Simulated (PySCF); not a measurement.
Species: C₇H₁₂N (doublet state).
Numbering: `[H]/[N:6]=[C:5]1/[CH2:4][C@@H:3]([CH2:2][CH2:1])[C@H:7]1[CH3:8]` (hydrogens: H9, H10 on C1; H11, H12 on C2; H13 on C3; H14, H15 on C4; H16 on N6; H17 on C7; H18, H19, H20 on C8)

Cartesian coordinates in Å at the GFN2-xTB level; atoms count from 1:
```xyz
20
C7H12N angstrom
C      2.2896   -0.9985    0.0542
C      1.6388    0.3112    0.2259
C      0.4236    0.4892   -0.6835
C     -0.4529    1.7268   -0.3973
C     -1.6388    0.8197   -0.2493
N     -2.8426    1.0946   -0.0598
C     -0.7987   -0.4340   -0.4292
C     -0.7441   -1.3509    0.7843
H      2.7887   -1.4763    0.8736
H      2.3629   -1.4401   -0.9206
H      1.3577    0.4574    1.2718
H      2.3412    1.1261   -0.0229
H      0.7492    0.4412   -1.7246
H     -0.2023    2.2497    0.5251
H     -0.5370    2.4613   -1.1959
H     -3.4693    0.2939    0.0006
H     -1.0855   -1.0189   -1.3080
H     -1.6517   -1.9478    0.8485
H      0.1143   -2.0173    0.7008
H     -0.6484   -0.7768    1.7032
```

The hyperfine couplings belong to this conformer and change with its torsions.

Computed, not measured: PySCF 2.14.0, UKS B3LYP, pcH-1 on C H N, non-relativistic, mean-field spin-orbit, GIAO. One conformer (not necessarily the lowest) at the GFN2-xTB geometry, without solvent, vibrations or thermal averaging. Couplings are sensitive to structure, and on GFN2-xTB geometries they can be far from those on DFT ones. No stability test was run, so a lower SCF solution isn't excluded.

The largest Mulliken spin populations are on C1 (+1.07), C2 (-0.09) and H12 (+0.06). C1 is the only atom above +0.15. The positive populations add up to 1.18 and the negative ones to -0.18, together 2S = 1. The angles at C1 add up to 359.7°, so it is planar; its axial dipolar tensor and the negative couplings of its protons fit spin in a p orbital normal to that plane.

McConnell's relation a(H) = Q·ρ ties the coupling of a proton on a planar π carbon to the spin population of that carbon. What Q do the computed values give?

```csv
H,C,ρ(C),a(H) (G),a/ρ (G)
H9,C1,+1.070,-22.61,-21.1
H10,C1,+1.070,-22.27,-20.8
```

These protons share one ρ (within 0.01), so their mean ratio, Q = -21.0 G, is no test of linearity. In McConnell's picture π spin on carbon polarises the C–H bond and leaves opposite spin at the proton, which makes Q negative, as found here.

List the C–H protons on four-coordinate carbons next to a three-coordinate spin centre, with their couplings and θ (C–H bond against the normal to the plane of the centre's neighbours, projected along the bond that joins the two).

```
β H  on  centre  θ (°)  cos²θ   a (G)
H11  C2      C1     68   0.14  +10.21
H12  C2      C1      5   0.99  +56.10
```

Couplings in gauss use g_iso = 2.0026.

Hardware: Arm Neoverse V1, one thread, shared host with 32 logical CPUs at a one-minute load of 26. Cost: 1.9 min (with the writing of density and orbital grids), 0.98 GiB resident at most.
